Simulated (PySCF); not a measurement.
## Fe (iron, neutral) across methods

[Ar] 3d7 4s1, high-spin 5F determinant (an excited configuration). Calculation: PySCF 2.14, in def2-QZVPPD; the non-relativistic Hamiltonian (point nucleus).

```json
{"method": "UHF", "E (hartree)": "-1262.38676", "mean ε 3d α (eV)": "-12.151", "mean ε 3d β (eV)": "-8.743", "mean ε 4s α (eV)": "-6.231", "Σ⟨r²⟩ (bohr²)": "35.40", "⟨S²⟩": "6.005"}
{"method": "wB97X", "E (hartree)": "-1263.671", "mean ε 3d α (eV)": "-9.104", "mean ε 3d β (eV)": "-6.863", "mean ε 4s α (eV)": "-6.655", "Σ⟨r²⟩ (bohr²)": "34.92", "⟨S²⟩": "6.009"}
{"method": "PBE0", "E (hartree)": "-1263.454", "mean ε 3d α (eV)": "-6.687", "mean ε 3d β (eV)": "-4.285", "mean ε 4s α (eV)": "-5.114", "Σ⟨r²⟩ (bohr²)": "34.73", "⟨S²⟩": "6.002"}
{"method": "TPSSh", "E (hartree)": "-1263.700", "mean ε 3d α (eV)": "-5.433", "mean ε 3d β (eV)": "-3.457", "mean ε 4s α (eV)": "-4.768", "Σ⟨r²⟩ (bohr²)": "34.74", "⟨S²⟩": "6.001"}
{"method": "LC-wPBE", "E (hartree)": "-1263.477", "mean ε 3d α (eV)": "-9.346", "mean ε 3d β (eV)": "-7.132", "mean ε 4s α (eV)": "-7.129", "Σ⟨r²⟩ (bohr²)": "34.65", "⟨S²⟩": "6.002"}
{"method": "r2SCAN", "E (hartree)": "-1263.656", "mean ε 3d α (eV)": "-4.979", "mean ε 3d β (eV)": "-2.730", "mean ε 4s α (eV)": "-4.861", "Σ⟨r²⟩ (bohr²)": "34.62", "⟨S²⟩": "6.002"}
{"method": "PBE", "E (hartree)": "-1263.442", "mean ε 3d α (eV)": "-4.829", "mean ε 3d β (eV)": "-2.696", "mean ε 4s α (eV)": "-4.608", "Σ⟨r²⟩ (bohr²)": "35.14", "⟨S²⟩": "6.002"}
{"method": "BHandHLYP", "E (hartree)": "-1263.641", "mean ε 3d α (eV)": "-8.570", "mean ε 3d β (eV)": "-6.005", "mean ε 4s α (eV)": "-5.485", "Σ⟨r²⟩ (bohr²)": "34.70", "⟨S²⟩": "6.006"}
{"method": "LDA", "E (hartree)": "-1261.216", "mean ε 3d α (eV)": "-5.081", "mean ε 3d β (eV)": "-2.721", "mean ε 4s α (eV)": "-4.787", "Σ⟨r²⟩ (bohr²)": "34.89", "⟨S²⟩": "6.004"}
```
